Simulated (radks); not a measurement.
The numbers below are computed, except where a source is named.
Task: Cr, 24 electrons, occupied as [Ar] 3d5 4s1. Code: a radial shooting solver on a logarithmic mesh with Libxc functionals. Model: scalar-relativistic Kohn-Sham, PBEsol, spin-unpolarised, spherical densities, point nucleus. Some entries of the table are withheld. Estimate them.

orbital,occ.,eigenvalue (eV),<r^2> (bohr^2),<r> (bohr)
1s,2,-5874.351,(1),0.06360
2s,2,-666.3377,0.1017,0.2934
2p,6,-560.2875,0.08324,0.2600
3s,2,-73.7714,0.9420,0.9027
3p,6,-45.3373,1.105,(2)
4s,1,-4.0161,13.61,3.416
3d,5,-2.9289,3.315,1.515
4p,0,-0.9544,32.68,5.198

Result: 
(1) 1s <r^2> (bohr^2): 0.005440
(2) 3p <r> (bohr): 0.9667
